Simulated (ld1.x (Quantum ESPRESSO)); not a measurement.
# carbon (C): excitation energies, all-electron against RRKJ

carbon (C), norm-conserving RRKJ (Kleinman–Bylander form), made with ld1.x (Quantum ESPRESSO) 7.5 (PBE, scalar-relativistic). Core [He], reference 2s2 2p2. Waves: 2p (bound): rc 3.05 bohr; 2s (bound): rc 1.25 bohr. Local part: the s channel. Core correction: none.

Energies are relative to the spin-unpolarised reference configuration 2s2 2p2; without spin polarisation the order of configurations can differ from experiment. The frozen-core shift is the all-electron ΔE with the core orbitals held at their reference shape minus the fully relaxed ΔE.

```tsv
valence configuration	charge	ΔE all-electron (eV)	error AE − PS (meV)	frozen-core shift (meV)
2s2 2p1	+1	10.862	+204	+0.2
2s2 2p0	+2	35.018	+1591	+2.9
2s1 2p0	+3	83.212	+2977	+15
2s2 2p1.5	+0.5	3.963	+32	0.0
2s2 2p2.3	-0.3	-1.158	+3.6	0.0
2s1 2p2	+1	19.615	-195	+0.7
```

Question: What are ΔE and the potential's error for 2s0 2p4?

Answer: ΔE = 16.975 eV all-electron; the error (AE − PS) is -179 meV.

Levels in the configuration 2s2 2p0:

| level | all-electron (eV) | pseudo (eV) |
| --- | --- | --- |
| 2s | -40.379 | -39.156 |
